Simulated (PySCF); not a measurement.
C₂H₈GaNS₂ (SMILES C[N](C)[Ga]([SH])[SH]), singlet, at a GFN2-xTB geometry (such geometries of metal compounds can be far from the true shape), with bond 7-3 at 2.4 times its length; PySCF with CASSCF(4,6)/STO-3G.

The PySCF input:
```python
from pyscf import gto, scf, mcscf
import numpy

mol = gto.Mole()
mol.atom = '''
    Ga    0.133892    0.198344    0.091722
    N    -0.839451   -1.253245   -0.504969
    C    -2.291096   -1.258823   -0.577535
    C    -0.251706   -2.562208   -0.736708
    H    -2.623982   -1.550725   -1.580404
    H    -2.726213   -1.958111    0.147048
    H    -3.197871    1.149858   -0.068224
    H    -0.624207   -3.301976   -0.017285
    H    -0.487744   -2.915435   -1.747173
    H     0.834910   -2.494454   -0.638779
    S    -0.952937    2.111582    0.523465
    H     0.169395    2.828167    0.503773
    S     2.366655    0.017067    0.187839
    H     2.489596    1.139606    0.894161
'''
mol.basis = 'sto-3g'
mol.charge = 0
mol.spin = 0
mol.verbose = 4
mol.build()

mf = scf.RHF(mol)
mf.kernel()
mc = mcscf.CASSCF(mf, 6, 4)
mc.fix_spin_(ss=0.0)
mc.conv_tol = 1e-5
mc.kernel()
occ = numpy.linalg.eigvalsh(mc.fcisolver.make_rdm1(mc.ci, mc.ncas, mc.nelecas))[::-1]
ss = mc.fcisolver.spin_square(mc.ci, mc.ncas, mc.nelecas)[0]
print('natural occupations', occ.round(4), ' <S^2>', round(ss, 4))
```

Problem. What does PySCF print? Leave out banner, timings and long lists.

Solution. 
```
PySCF version 2.14.0

[INPUT] verbose = 4
[INPUT] num. atoms = 14
[INPUT] num. electrons = 90
[INPUT] charge = 0
[INPUT] spin (= nelec alpha-beta = 2S) = 0
[INPUT] symmetry False subgroup None
[INPUT] Mole.unit = angstrom
[INPUT] Symbol           X                Y                Z      unit          X                Y                Z       unit  Magmom
[INPUT]  1 Ga     0.133892000000   0.198344000000   0.091722000000 AA    0.253019210270   0.374815838451   0.173329459597 Bohr   0.0
[INPUT]  2 N     -0.839451000000  -1.253245000000  -0.504969000000 AA   -1.586332484992  -2.368289816981  -0.954253111395 Bohr   0.0
[INPUT]  3 C     -2.291096000000  -1.258823000000  -0.577535000000 AA   -4.329543965087  -2.378830709303  -1.091382977351 Bohr   0.0
[INPUT]  4 C     -0.251706000000  -2.562208000000  -0.736708000000 AA   -0.475655403910  -4.841871394170  -1.392176353776 Bohr   0.0
[INPUT]  5 H     -2.623982000000  -1.550725000000  -1.580404000000 AA   -4.958607335788  -2.930445544516  -2.986530726167 Bohr   0.0
[INPUT]  6 H     -2.726213000000  -1.958111000000   0.147048000000 AA   -5.151795927229  -3.700293511498   0.277880447165 Bohr   0.0
[INPUT]  7 H     -3.197871000000   1.149858000000  -0.068224000000 AA   -6.043100371689   2.172916702140  -0.128924675122 Bohr   0.0
[INPUT]  8 H     -0.624207000000  -3.301976000000  -0.017285000000 AA   -1.179580275036  -6.239830309887  -0.032663916063 Bohr   0.0
[INPUT]  9 H     -0.487744000000  -2.915435000000  -1.747173000000 AA   -0.921702578900  -5.509373683971  -3.301678462235 Bohr   0.0
[INPUT] 10 H      0.834910000000  -2.494454000000  -0.638779000000 AA    1.577751238661  -4.713834890326  -1.207117364124 Bohr   0.0
[INPUT] 11 S     -0.952937000000   2.111582000000   0.523465000000 AA   -1.800789943965   3.990311669561   0.989205485795 Bohr   0.0
[INPUT] 12 H      0.169395000000   2.828167000000   0.503773000000 AA    0.320110156871   5.344461064533   0.951992998951 Bohr   0.0
[INPUT] 13 S      2.366655000000   0.017067000000   0.187839000000 AA    4.472329781333   0.032251955768   0.354964265512 Bohr   0.0
[INPUT] 14 H      2.489596000000   1.139606000000   0.894161000000 AA    4.704654600813   2.153543229911   1.689719401267 Bohr   0.0

nuclear repulsion = 639.647715895429
number of shells = 35
number of NR pGTOs = 177
number of NR cGTOs = 59
basis = sto-3g
ecp = {}

******** <class 'pyscf.scf.hf.RHF'> ********
method = RHF
initial guess = minao
damping factor = 0
level_shift factor = 0
DIIS = <class 'pyscf.scf.diis.CDIIS'>
diis_start_cycle = 1
diis_space = 8
diis_damp = 0
SCF conv_tol = 1e-09
SCF conv_tol_grad = None
SCF max_cycles = 50
direct_scf = True
direct_scf_tol = 1e-13
Set gradient conv threshold to 3.16228e-05
Initial guess from minao.
init E= -2817.7685366215
  HOMO = -0.303729545120764  LUMO = -0.206951951815397  gap/eV = 2.63345
cycle= 1 E= -2819.97343252  delta_E= -2.2  |g|= 0.61  |ddm|= 4.58
  HOMO = -0.00375749862606562  LUMO = 0.119677142470367  gap/eV = 3.35883
cycle= 2 E= -2820.12539311701  delta_E= -0.152  |g|= 0.322  |ddm|= 1.62
  HOMO = -0.170967586478243  LUMO = 0.110771018272085  gap/eV = 7.66650
cycle= 3 E= -2820.1577746372  delta_E= -0.0324  |g|= 0.182  |ddm|= 0.843
  HOMO = -0.182885616080372  LUMO = 0.0976316616643185  gap/eV = 7.63326
cycle= 4 E= -2820.17336195778  delta_E= -0.0156  |g|= 0.0323  |ddm|= 0.351
  HOMO = -0.18596129206642  LUMO = 0.101831487650563  gap/eV = 7.83124
cycle= 5 E= -2820.17392306772  delta_E= -0.000561  |g|= 0.00873  |ddm|= 0.073
  HOMO = -0.185503603627525  LUMO = 0.10303813147488  gap/eV = 7.85162
cycle= 6 E= -2820.1739940167  delta_E= -7.09e-05  |g|= 0.00321  |ddm|= 0.0282
  HOMO = -0.185015683873639  LUMO = 0.102975573282066  gap/eV = 7.83664
cycle= 7 E= -2820.17400669105  delta_E= -1.27e-05  |g|= 0.00154  |ddm|= 0.0116
  HOMO = -0.184925436484561  LUMO = 0.103040251658911  gap/eV = 7.83595
cycle= 8 E= -2820.17401195492  delta_E= -5.26e-06  |g|= 0.000771  |ddm|= 0.00953
  HOMO = -0.184963997025081  LUMO = 0.103194921784898  gap/eV = 7.84120
cycle= 9 E= -2820.17401385742  delta_E= -1.9e-06  |g|= 0.000406  |ddm|= 0.00648
  HOMO = -0.184948287963825  LUMO = 0.103122320348619  gap/eV = 7.83880
cycle= 10 E= -2820.17401444132  delta_E= -5.84e-07  |g|= 0.000176  |ddm|= 0.00405
  HOMO = -0.184953156034907  LUMO = 0.103118314465338  gap/eV = 7.83882
cycle= 11 E= -2820.17401454009  delta_E= -9.88e-08  |g|= 9.09e-05  |ddm|= 0.00157
  HOMO = -0.184958940521824  LUMO = 0.103110904502869  gap/eV = 7.83878
cycle= 12 E= -2820.17401456633  delta_E= -2.62e-08  |g|= 3.89e-05  |ddm|= 0.000866
  HOMO = -0.184957673901442  LUMO = 0.103112614657854  gap/eV = 7.83879
cycle= 13 E= -2820.17401457061  delta_E= -4.29e-09  |g|= 2.18e-05  |ddm|= 0.000378
  HOMO = -0.184957025376162  LUMO = 0.103113285527507  gap/eV = 7.83879
cycle= 14 E= -2820.17401457122  delta_E= -6.1e-10  |g|= 7.4e-06  |ddm|= 0.000109
  HOMO = -0.184956830431331  LUMO = 0.103113699926841  gap/eV = 7.83880
Extra cycle  E= -2820.17401457129  delta_E= -6.73e-11  |g|= 5.84e-06  |ddm|= 2.52e-05
converged SCF energy = -2820.17401457129

******** <class 'pyscf.mcscf.mc1step.CASSCF'> ********
CAS (2e+2e, 6o), ncore = 43, nvir = 10
max_cycle_macro = 50
max_cycle_micro = 4
conv_tol = 1e-05
conv_tol_grad = None
orbital rotation max_stepsize = 0.02
orbital rotation threshold for CI restart = 0.01
augmented hessian ah_max_cycle = 30
augmented hessian ah_conv_tol = 1e-12
augmented hessian ah_linear dependence = 1e-14
augmented hessian ah_level shift = 1e-08
augmented hessian ah_start_tol = 2.5
augmented hessian ah_start_cycle = 3
augmented hessian ah_grad_trust_region = 3
kf_trust_region = 3
kf_interval = 4
ci_response_space = 4
ci_grad_trust_region = 3
with_dep4 0
natorb = False
canonicalization = True
sorting_mo_energy = False
ao2mo_level = 2
internal_rotation = False
******** <class 'pyscf.fci.addons.SpinPenaltyFCISolver'> ********
max. cycles = 50
conv_tol = 1e-08
davidson only = True
linear dependence = 1e-12
level shift = 0.001
max iter space = 12
nroots = 1
pspace_size = 400
spin = None
CASCI E = -2820.33893577911  S^2 = 0.0000000
Set conv_tol_grad to 0.00316228
macro iter   1 ( 21 JK    4 micro), CASSCF E = -2820.35874080023  dE = -1.98050211e-02  S^2 = 0.0000000
               |grad[o]|=0.0936  |grad[c]|=0.0309  |ddm|=0.0648  |maxRot[o]|=0.303
macro iter   2 ( 21 JK    4 micro), CASSCF E = -2820.36211904464  dE = -3.37824441e-03  S^2 = 0.0000000
               |grad[o]|=0.0283  |grad[c]|=0.0535  |ddm|=0.0545  |maxRot[o]|=0.128
macro iter   3 ( 21 JK    4 micro), CASSCF E = -2820.36360750413  dE = -1.48845949e-03  S^2 = 0.0000000
               |grad[o]|=0.0149  |grad[c]|=0.0558  |ddm|=0.0215  |maxRot[o]|=0.239
macro iter   4 ( 21 JK    4 micro), CASSCF E = -2820.36490226072  dE = -1.29475659e-03  S^2 = 0.0000000
               |grad[o]|=0.0102  |grad[c]|=0.058  |ddm|=0.0246  |maxRot[o]|=0.286
macro iter   5 ( 21 JK    4 micro), CASSCF E = -2820.36623724685  dE = -1.33498613e-03  S^2 = 0.0000000
               |grad[o]|=0.0186  |grad[c]|=0.0249  |ddm|=0.0172  |maxRot[o]|=0.0797
macro iter   6 ( 21 JK    4 micro), CASSCF E = -2820.36683738065  dE = -6.00133804e-04  S^2 = 0.0000000
               |grad[o]|=0.0112  |grad[c]|=0.0189  |ddm|=0.00798  |maxRot[o]|=0.106
macro iter   7 ( 20 JK    4 micro), CASSCF E = -2820.36708294611  dE = -2.45565455e-04  S^2 = 0.0000000
               |grad[o]|=0.0113  |grad[c]|=0.00868  |ddm|=0.00963  |maxRot[o]|=0.0533
macro iter   8 (  7 JK    2 micro), CASSCF E = -2820.36753387115  dE = -4.50925035e-04  S^2 = 0.0000000
               |grad[o]|=0.00541  |grad[c]|=0.00704  |ddm|=0.0114  |maxRot[o]|=0.0678
macro iter   9 ( 21 JK    4 micro), CASSCF E = -2820.36778281980  dE = -2.48948653e-04  S^2 = 0.0000000
               |grad[o]|=0.00203  |grad[c]|=0.00221  |ddm|=0.00486  |maxRot[o]|=0.308
macro iter  10 ( 21 JK    4 micro), CASSCF E = -2820.36804494636  dE = -2.62126562e-04  S^2 = 0.0000000
               |grad[o]|=0.00195  |grad[c]|=0.00228  |ddm|=0.00278  |maxRot[o]|=0.309
macro iter  11 ( 21 JK    4 micro), CASSCF E = -2820.36825121258  dE = -2.06266216e-04  S^2 = 0.0000000
               |grad[o]|=0.00229  |grad[c]|=0.00318  |ddm|=0.00412  |maxRot[o]|=0.235
macro iter  12 ( 21 JK    4 micro), CASSCF E = -2820.36842692828  dE = -1.75715701e-04  S^2 = 0.0000000
               |grad[o]|=0.00263  |grad[c]|=0.00168  |ddm|=0.00343  |maxRot[o]|=0.298
macro iter  13 ( 20 JK    4 micro), CASSCF E = -2820.36852311302  dE = -9.61847450e-05  S^2 = 0.0000000
               |grad[o]|=0.0021  |grad[c]|=0.000642  |ddm|=0.00338  |maxRot[o]|=0.284
macro iter  14 (  6 JK    1 micro), CASSCF E = -2820.36854491644  dE = -2.18034152e-05  S^2 = 0.0000000
               |grad[o]|=0.00102  |grad[c]|=0.00246  |ddm|=0.00328  |maxRot[o]|=0.0208
macro iter  15 (  4 JK    1 micro), CASSCF E = -2820.36855085354  dE = -5.93710774e-06  S^2 = 0.0000000
               |grad[o]|=0.00138  |grad[c]|=0.00146  |ddm|=0.00216  |maxRot[o]|=0.0115
macro iter  16 (  3 JK    1 micro), CASSCF E = -2820.36855310208  dE = -2.24853784e-06  S^2 = 0.0000000
               |grad[o]|=0.000912  |grad[c]|=0.00091  |ddm|=0.0014  |maxRot[o]|=0.00456
1-step CASSCF converged in  16 macro (270 JK  53 micro) steps
CASSCF canonicalization
Density matrix diagonal elements [1.97546755 1.29751105 0.70302717 0.00531314 0.00811403 0.01056707]
CASSCF energy = -2820.36855310208
CASCI E = -2820.36855310208  E(CI) = -3.46084957315406  S^2 = 0.0000000
natural occupations [1.9774e+00 1.2962e+00 7.0360e-01 2.1600e-02 9.0000e-04 3.0000e-04]  <S^2> 0.0
```
